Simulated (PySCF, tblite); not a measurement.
Species: C7H7O2 (doublet state).
Numbering: `[CH3:1][CH2:2][C:3]1=[C:4][C:5](=[O:6])[CH2:7][C:8]1=[O:9]` (hydrogens: H10, H11, H12 on C1; H13, H14 on C2; H15, H16 on C7)

Structure optimised with GFN2-xTB, isolated species. This method treats the open shell by occupation alone, without spin polarisation.

(1) What internal coordinates does the optimisation give?

Answers

(1) 
```tsv
bond	length (Å)	order
C1–C2	1.532	single
C2–C3	1.484	single
C3=C4	1.327	double
C4–C5	1.453	single
C5=O6	1.196	double
C5–C7	1.549	single
C7–C8	1.512	single
C8=O9	1.198	double
C3–C8	1.510	single
C1–H10, C1–H11, C1–H12	1.087	single
C2–H13, C2–H14	1.091	single
C7–H15, C7–H16	1.092	single
```

Bonds in one row agree within 0.01 Å and their mean is given. Orders are formal, as drawn. A selection of angles:
```tsv
angle	degrees
C2–C1–H10	110.3
H10–C1–H11	108.8
C1–C2–C3	110.1
C1–C2–H13	108.9
C3–C2–H13	108.8
H13–C2–H14	109.3
C2–C3–C4	131.6
C2–C3–C8	120.1
C4–C3–C8	108.3
C3–C4–C5	114.9
C4–C5–O6	131.5
C4–C5–C7	104.5
O6–C5–C7	124.0
C5–C7–C8	104.2
C5–C7–H15	109.4
C5–C7–H16	111.8
C8–C7–H15	110.6
C8–C7–H16	113.1
H15–C7–H16	107.6
C7–C8–O9	127.3
C3–C8–C7	106.8
C3–C8–O9	125.9
```

Dihedral angles: C1–C2–C3–C4 105° (anticlinal); C2–C3–C4–C5 -179° (antiperiplanar); C3–C4–C5–O6 -172° (antiperiplanar); C4–C5–C7–C8 -11° (synperiplanar); C5–C7–C8–O9 -169° (antiperiplanar); C2–C3–C8–C7 172° (antiperiplanar). The mirror-image conformer, all signs reversed, is as good.

Of the pairs four or more bonds apart, C8···H11 is among the closest relative to their van der Waals radii: 2.93 Å, 101 % of the sum of Bondi's values. The 7 C–C bonds span 1.327 Å (C3=C4, drawn double) to 1.549 Å (C5–C7, drawn single), a spread of 0.222 Å. C8 (carbon bonded to 2 C and O) is planar (angles 127.3°, 125.9° and 106.8°, sum 360.0°, 0.00 Å off the plane of its three neighbours). C3 (carbon bonded to 3 C) is planar (angles 131.6°, 120.1° and 108.3°, sum 360.0°, 0.01 Å off the plane of its three neighbours). C4 (carbon bonded to 2 C) is bent (angle 114.9°). C5 (carbon bonded to 2 C and O) is planar (angles 131.5°, 124.0° and 104.5°, sum 360.0°, 0.00 Å off the plane of its three neighbours). The 5-membered ring C3–C4–C5–C7–C8 has internal angles of 104.2° to 114.9°; it is slightly puckered (a soft mode that the optimisation may not have finished), 0.05 Å rms from its mean plane, widest ring torsion 11°.

Point group: C1 (no symmetry element, even within 0.4 Å). Its GFN2-xTB frequencies are all real (lowest 37 cm⁻¹). 2 starts were optimised and ended at 0.00 and 0.06 kcal/mol (GFN2-xTB); the lowest of these is shown.

All values are computed, not measured.
